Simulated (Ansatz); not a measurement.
methylamine (CH5N), singlet, at a GFN2-xTB geometry; HF/pcseg-1 in Ansatz (an electronic-structure program).

Input for Ansatz:
Ansatz 0.2 input:
```yaml
crystal:
  periodic: [false, false, false]
  atoms:
    - {symbol: C, position_ang: [0.06015742, 0.70059241, -0.00131411]}
    - {symbol: N, position_ang: [0.03966195, -0.75172453, 0.00299697]}
    - {symbol: H, position_ang: [-0.93451955, 1.16943137, -0.01795391]}
    - {symbol: H, position_ang: [-0.46398692, -1.09295311, 0.81518120]}
    - {symbol: H, position_ang: [-0.43905591, -1.09816464, -0.82195807]}
    - {symbol: H, position_ang: [0.58603787, 1.04291425, 0.88931393]}
    - {symbol: H, position_ang: [0.61294631, 1.03728935, -0.87767727]}
basis:
  gaussian:
    orbitals: pcseg-1.json
    fitting: {mean_field: cc-pVTZ-JKFIT}
hamiltonian:
  xc: hf
```
The basis file holds pcseg-1 in the JSON format of the Basis Set Exchange.

Question: Predict the main parts of the log of this Ansatz run.

Answer: 
```
Functional definition: HF
308 factors; integrals over basis functions are off by at most 1.1e-1 eV
mean field evaluation 1: about -2588.4201 eV, gradient 2.8e1 eV
mean field evaluation 2: about -2589.9146 eV, gradient 1.3e1 eV
mean field evaluation 4: about -2590.2891 eV, gradient 3.9e-1 eV
mean field evaluation 8: about -2590.2898 eV, gradient 1.5e-5 eV
mean field -2590.28981631 eV, -95.1913949879 hartree, gradient 1.5e-5 eV, S^2 0.000000; 0 other end points of the search recorded, 0 dependent functions left out
reference -2590.28981631 eV, -95.1913949879 hartree; 9, 9 occupied and 44, 44 virtual orbitals, 308 factors
Total energy: -2590.28981631 eV, -95.1913949879 hartree
```
